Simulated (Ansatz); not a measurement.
Species: TeCl, net charge 0, doublet state. 
Geometry from a B3LYP-D3(BJ)/def2-TZVP (Ansatz, a quantum-chemistry and plane-wave program) optimisation:
```
Te
Cl 1 2.3399
```
Charge 0, spin multiplicity 2.

Computed values are from Ansatz. Correlated levels leave the core frozen unless marked. Open shells are spin-unrestricted. Spin-orbit coupling is left out. The frozen core is the preceding noble-gas configuration, with the filled d and f shells of earlier blocks. In def2 rows, elements after Kr have scalar-relativistic effective core potentials. Basis-set limits of correlation are two-point, X^-3; Hartree-Fock from the larger set.

Question: What is the vertical electron affinity (to the singlet; negative means unbound) at CCSD(T)/CBS(def2-TZVPPD,def2-QZVPPD)?

Answer: 2.56 eV.

Question: What is the atomisation energy De at CCSD(T)/CBS(def2-TZVPPD,def2-QZVPPD)?

Answer: 265.4 kJ/mol.

Question: What is the total energy at CCSD(T)/CBS(def2-TZVPPD,def2-QZVPPD)?

Answer: -726.9394 Eh.

Question: What is the vertical ionisation energy (to the triplet) at CCSD(T)/CBS(def2-TZVPPD,def2-QZVPPD)?

Answer: 8.83 eV.

Question: What is the T1 diagnostic at CCSD/def2-QZVPPD?

Answer: 0.015.
